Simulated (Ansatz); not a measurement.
Frontier orbitals of C₂H₄BFGe (`F[B]1C=[CH][GeH2]1`).

Z-matrix (Å, degrees):
```
Ge
C 1 1.979
B 1 2.086 2 67.9
H 1 1.541 2 114.5 3 -117.3
H 1 1.541 2 114.5 3 117.3
C 2 1.354 1 99.9 3 0.0
H 2 1.088 1 135.3 3 -180.0
F 3 1.314 1 140.0 2 180.0
H 6 1.089 2 124.7 1 -180.0
```

Charge 0, multiplicity 1. Correlated methods include outer-core shells of Ge, which these sets cover unevenly. Scalar relativity is left out up to krypton. Geometry: relaxed with PBE0-D4/def2-TZVP. Basis def2-TZVPP, Ansatz.

```csv
functional,HOMO (eV),LUMO (eV)
r2SCAN,-6.64,-2.49
```

Task: Give HOMO and LUMO (eV) with LDA (SPW92), PBE, revPBE, BLYP, B97M-V, PBE0, B3LYP, r2SCANh, r2SCAN0, HSE06 (plane-wave form), BHLYP, CAM-B3LYP, LC-ωPBE, ωB97X-V, ωB97M-V, HF. (An estimate is asked.)

Result: Computed: 
```
             functional    HOMO   LUMO
            LDA (SPW92)   -6.53  -2.98
                    PBE   -6.38  -2.71
                 revPBE   -6.32  -2.60
                   BLYP   -6.27  -2.53
                 B97M-V   -6.70  -2.42
                   PBE0   -7.59  -1.70
                  B3LYP   -7.40  -1.90
                r2SCANh   -7.09  -2.12
                r2SCAN0   -7.76  -1.58
HSE06 (plane-wave form)   -7.19  -2.08
                  BHLYP   -8.71  -0.56
              CAM-B3LYP   -8.93  -0.51
                LC-ωPBE  -10.22   0.65
                ωB97X-V   -9.89   0.58
                ωB97M-V   -9.71   0.43
                     HF  -10.40   2.08
```

B3LYP here is the variant with VWN-RPA as its local correlation; programs differ in this. LC-ωPBE has ω = 0.4 bohr⁻¹. Positive LUMOs are unbound and depend on the basis.
